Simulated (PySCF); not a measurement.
Species: C7H11NO2.
Numbering: `[CH3:1][C:2](=[O:3])[NH:4][C:5]1=[CH:6][CH2:7][CH2:8][CH2:9][O:10]1` (hydrogens: H11, H12, H13 on C1; H14 on N4; H15 on C6; H16, H17 on C7; H18, H19 on C8; H20, H21 on C9)

Theory: PBE0-D3(BJ)/def2-SVP geometry optimisation, gas phase (PySCF).

(1) Give the optimised bond lengths and angles.

## Answers

(1) 
```json
{"bond": "C1–C2", "length (bohr)": "2.860"}
{"bond": "C2=O3", "length (bohr)": "2.290"}
{"bond": "C2–N4", "length (bohr)": "2.593"}
{"bond": "N4–C5", "length (bohr)": "2.637"}
{"bond": "C5=C6", "length (bohr)": "2.539"}
{"bond": "C6–C7", "length (bohr)": "2.834"}
{"bond": "C7–C8", "length (bohr)": "2.881"}
{"bond": "C8–C9", "length (bohr)": "2.864"}
{"bond": "C9–O10", "length (bohr)": "2.674"}
{"bond": "C5–O10", "length (bohr)": "2.567"}
{"bond": "C1–H11, C1–H12, C1–H13", "length (bohr)": "2.077"}
{"bond": "N4–H14", "length (bohr)": "1.914"}
{"bond": "C6–H15", "length (bohr)": "2.056"}
{"bond": "C7–H16, C7–H17", "length (bohr)": "2.088"}
{"bond": "C8–H18, C8–H19", "length (bohr)": "2.082"}
{"bond": "C9–H20, C9–H21", "length (bohr)": "2.084"}
```

Bonds in one row agree within 0.02 bohr and their mean is given. A selection of angles:
```json
{"angle": "C1–C2–O3", "degrees": "122.8"}
{"angle": "C1–C2–N4", "degrees": "113.6"}
{"angle": "O3–C2–N4", "degrees": "123.6"}
{"angle": "C2–N4–C5", "degrees": "128.0"}
{"angle": "N4–C5–C6", "degrees": "127.5"}
{"angle": "N4–C5–O10", "degrees": "107.7"}
{"angle": "C6–C5–O10", "degrees": "124.8"}
{"angle": "C5–C6–C7", "degrees": "121.2"}
{"angle": "C6–C7–C8", "degrees": "110.7"}
{"angle": "C7–C8–C9", "degrees": "109.4"}
{"angle": "C8–C9–O10", "degrees": "111.3"}
{"angle": "C5–O10–C9", "degrees": "115.0"}
{"angle": "H14–N4–C2", "degrees": "118.6"}
{"angle": "H14–N4–C5", "degrees": "113.3"}
```

Dihedral angles: C1–C2–N4–C5 177° (antiperiplanar); C2–N4–C5–C6 6° (synperiplanar); N4–C5–C6–C7 -175° (antiperiplanar); C5–C6–C7–C8 11° (synperiplanar); C6–C7–C8–C9 -41° (synclinal); C7–C8–C9–O10 61° (synclinal); C8–C9–O10–C5 -47° (synclinal); N4–C5–O10–C9 -166° (antiperiplanar). The mirror-image conformer, all signs reversed, is as good.

Of the pairs four or more bonds apart, O3···H15 is among the closest relative to their van der Waals radii: 2.24 Å, 82 % of the sum of Bondi's values. The C–N distances run from 1.372 Å (C2–N4, drawn single) to 1.395 Å (N4–C5, drawn single), a spread of 0.023 Å. N4 (amide nitrogen) is planar (angles 128.0°, 118.6° and 113.3°, sum 359.9°, 0.02 Å off the plane of its three neighbours). O10 (cyclic ether oxygen) is bent (angle 115.0°). The 5 C–C bonds span 1.343 Å (C5=C6, drawn double) to 1.524 Å (C7–C8, drawn single), a spread of 0.181 Å. The 3 C–O bonds span 1.212 Å (C2=O3, drawn double) to 1.415 Å (C9–O10, drawn single), a spread of 0.203 Å. The 6-membered ring C5–C6–C7–C8–C9–O10 has internal angles of 109.4° to 124.8° (sum 692°, against 720° for a flat polygon); it is puckered, 0.20 Å rms from its mean plane, widest ring torsion 61°.

Point group: C1 (no symmetry element, even within 0.4 Å). PBE0-D3(BJ)/def2-SVP frequencies: not computed here. One conformer, not necessarily the lowest.
